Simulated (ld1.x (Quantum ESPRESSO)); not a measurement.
# What one change does to a pseudopotential (Hf, TM)

Hf, norm-conserving Troullier–Martins (Kleinman–Bylander form), made with ld1.x (Quantum ESPRESSO) 7.5 (LDA (PZ), scalar-relativistic). Core [Xe] 4f14, reference 5d2 6s1.75 6p0.25. Waves: 6s (bound): rc 2.35 bohr; 5d (bound): rc 2.40 bohr; 6p (bound): rc 3.60 bohr. Local part: the p channel. Core correction: Bessel-smoothed model core, default radius (core density twice the valence density).

Change: wave 5d (bound): rc 2.40 bohr becomes 5d (bound): rc 2.82 bohr.

Cutoffs: the cutoffs (Ry, on a coarse ladder) from which the occupation-weighted sum of valence levels, in a spherical-Bessel basis at the reference potential, stays within 10 and 1 mRy of its value at 400 Ry; they do not see the model core or the augmentation charge, which bear on the density cutoff. Errors are all-electron minus pseudo energies relative to the spin-unpolarised reference configuration.

**Question.** What does the change do?

**Answer.** The potential gets softer (21 Ry and 30 Ry → 18 Ry and 30 Ry); of the 9 tests that both files solve, the error grows in 2 and shrinks in 1 by more than 15 % and 0.3 meV (median size 9.0 → 13.9 meV); neither file shows a bound ghost. A larger radius leaves more room for a smooth pseudo-wave, so fewer plane waves are needed.

| quantity | base | changed |
| --- | --- | --- |
| cutoff, loose | 21 Ry | 18 Ry |
| cutoff, tight | 30 Ry | 30 Ry |
| loose cutoff by channel (10 mRy a level) | s 8 Ry, d 21 Ry, p 6 Ry | s 8 Ry, d 18 Ry, p 6 Ry |
| bound ghosts | none | none |
| error for 5d2 6s2 6p0, meV [ΔE -0.96 eV] | -0.1 | -0.1 |
| error for 5d2 6s1 6p0, meV [ΔE 7.24 eV] | -7.5 | -7.2 |
| error for 5d2 6s0 6p0, meV [ΔE 21.74 eV] | -57 | -57 |
| error for 5d2.5 6s1.5 6p0, meV [ΔE 0.29 eV] | -15 | -14 |
| error for 5d1 6s0 6p0, meV [ΔE 43.85 eV] | -354 | -344 |
| error for 5d2 6s1.5 6p0, meV [ΔE 2.39 eV] | -1.8 | -1.7 |
| error for 5d3 6s0 6p0, meV [ΔE 9.28 eV] | -75 | -62 |
| error for 5d2 6s1.75 6p0.25 (spin-polarised), meV [ΔE -0.60 eV] | +9.0 | +17 |
| error for 5d2 6s2 6p0 (spin-polarised), meV [ΔE -1.40 eV] | +4.5 | +11 |
| s: phases at 3.92 bohr within 0.05 rad from the reference energy up to (Ry; the scan ends near 5) | 0.8 | 0.8 |
| p: phases at 3.92 bohr within 0.05 rad from the reference energy up to (Ry; the scan ends near 5) | 1.5 | 1.5 |
| d: phases at 3.92 bohr within 0.05 rad from the reference energy up to (Ry; the scan ends near 5) | 0.4 | 0.4 |
